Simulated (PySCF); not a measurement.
## O²⁺: interval between two levels

O²⁺ [He] 2s2 2p2 [3P2, M_J = 2] → O²⁺ [He] 2s1 2p2 3s1 [5P3, M_J = 3], as a difference of total energies. Calculation: PySCF 2.14, in x2c-TZVPall-2c with one added diffuse shell each of s, p, d type (6s4p3d1f, 40 functions); the two-component X2C-1e Hamiltonian. Correlated levels: 1s2 frozen. "Screened" scales the spin-orbit matrix elements by Boettger's factors to mimic the two-electron term; Breit and QED terms are absent.

```
                    method  interval between two levels (cm⁻¹)
           GHF (spin-free)                              320450
          GMP2 (spin-free)                              333140
 GHF (screened spin-orbit)                              320470
GMP2 (screened spin-orbit)                              333160
```

The labels give the starting determinants; with spin-orbit coupling the two ends relaxed to ⟨J²⟩ = 6.00, ⟨L²⟩ = 2.00, ⟨S²⟩ = 2.00 and ⟨J²⟩ = 12.00, ⟨L²⟩ = 2.00, ⟨S²⟩ = 6.00.

The promoted electron is Rydberg-like, and one or two diffuse shells describe it only roughly, which tends to raise the upper state.
